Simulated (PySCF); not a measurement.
The dipole of `N[SiH2][SiH2]NC1CCC1` from its density and from atomic charges.

Coordinates (GFN2-xTB, Å) and charges (e) from the PBE0/pcSseg-1 density (PySCF):

```csv
atom,x,y,z,Mulliken,IAO,Hirshfeld,ESP-fitted
N1,4.000,0.034,-0.852,-0.6292,-0.8369,-0.3224,-0.9916
Si2,3.178,0.800,0.457,+0.4402,+0.6041,+0.2771,+0.5922
Si3,1.051,1.329,-0.209,+0.4552,+0.5846,+0.2712,+0.3398
N4,0.067,-0.077,-0.101,-0.6227,-0.6579,-0.2429,-0.9809
C5,-1.328,-0.086,-0.406,-0.1177,+0.0054,+0.0235,+0.7324
C6,-1.969,-1.453,-0.715,-0.1291,-0.2756,-0.0762,-0.3087
C7,-3.141,-1.095,0.211,-0.2477,-0.2702,-0.0747,-0.0299
C8,-2.338,0.098,0.752,-0.1352,-0.2895,-0.0819,-0.3009
H9,3.841,0.361,-1.791,+0.1937,+0.2585,+0.1125,+0.3610
H10,4.969,-0.218,-0.743,+0.1935,+0.2602,+0.1175,+0.3858
H11,3.865,2.023,0.922,-0.1107,-0.1593,-0.1028,-0.1877
H12,3.334,-0.163,1.557,-0.0926,-0.1244,-0.0837,-0.1152
H13,0.513,2.456,0.587,-0.1009,-0.1549,-0.0997,-0.1335
H14,0.898,1.773,-1.606,-0.0916,-0.1286,-0.0853,-0.0681
H15,0.307,-0.791,0.572,+0.1914,+0.2469,+0.1072,+0.3835
H16,-1.495,0.639,-1.204,+0.1166,+0.1310,+0.0406,-0.0387
H17,-1.365,-2.276,-0.335,+0.1043,+0.1338,+0.0386,+0.0910
H18,-2.214,-1.647,-1.756,+0.1245,+0.1361,+0.0376,+0.0560
H19,-3.422,-1.852,0.940,+0.1189,+0.1342,+0.0355,+0.0370
H20,-4.029,-0.788,-0.338,+0.1175,+0.1357,+0.0376,+0.0340
H21,-2.853,1.055,0.795,+0.1216,+0.1339,+0.0351,+0.0576
H22,-1.881,-0.103,1.720,+0.1000,+0.1330,+0.0351,+0.0851
```

Question: Compute μ = Σ q r for each scheme (1 e·Å = 4.803 D) and compare with the dipole of the full density.

Answer: The full density gives (0.22, -0.39, -0.35) D, 0.58 D in size; dipole vectors point from the negative to the positive end.

```json
{"scheme": "Mulliken", "μx": "-1.40", "μy": "0.64", "μz": "0.47", "size (D)": "1.61", "share of the full size (%)": "280", "angle to the full dipole (°)": "142"}
{"scheme": "IAO", "μx": "0.10", "μy": "1.00", "μz": "0.42", "size (D)": "1.09", "share of the full size (%)": "189", "angle to the full dipole (°)": "146"}
{"scheme": "Hirshfeld", "μx": "0.06", "μy": "-0.35", "μz": "-0.27", "size (D)": "0.45", "share of the full size (%)": "78", "angle to the full dipole (°)": "15"}
{"scheme": "ESP-fitted", "μx": "0.20", "μy": "-0.37", "μz": "-0.33", "size (D)": "0.54", "share of the full size (%)": "93", "angle to the full dipole (°)": "1"}
```

Question: Which set comes closest?

Answer: Length of the difference vector: ESP-fitted 0.04 D, Hirshfeld 0.18 D, IAO 1.60 D, Mulliken 2.09 D. Closest: ESP-fitted. 

Question: What is left for the Hirshfeld atoms' own dipoles?

Answer: The Hirshfeld atoms' densities add up to the full density, so μ = Σ q r + Σ (atomic dipoles). The atomic dipoles sum to (0.22, -0.39, -0.35) − (0.06, -0.35, -0.27) = (0.16, -0.04, -0.08) D, 0.18 D in size.

Question: With the origin at the mean of the coordinates, (0.000, 0.001, -0.070) Å, which are the largest single terms, by size, of the Mulliken dipole along the direction of the full one?

Answer: N1 -6.06, H10 +2.31, H9 +2.14, H21 -1.38, C8 +0.96 D; all 22 atoms together -1.27 D. The single terms depend on the origin, their sum doesn't.

Question: Give the size of the full dipole in other units.

Answer: 0.58 D = 0.226 au = 0.120 e·Å = 1.92 × 10⁻³⁰ C·m.

Isolated species at its GFN2-xTB geometry (one conformer only).

Shape of the structure used: `[NH2:1][SiH2:2][SiH2:3][NH:4][CH:5]1[CH2:6][CH2:7][CH2:8]1`: N1–Si2–Si3–N4 80°, Si2–Si3–N4–C5 178°, Si3–N4–C5–C6 160°, H–N1–Si2–Si3 38°, H–N1–Si2–Si3 177°.
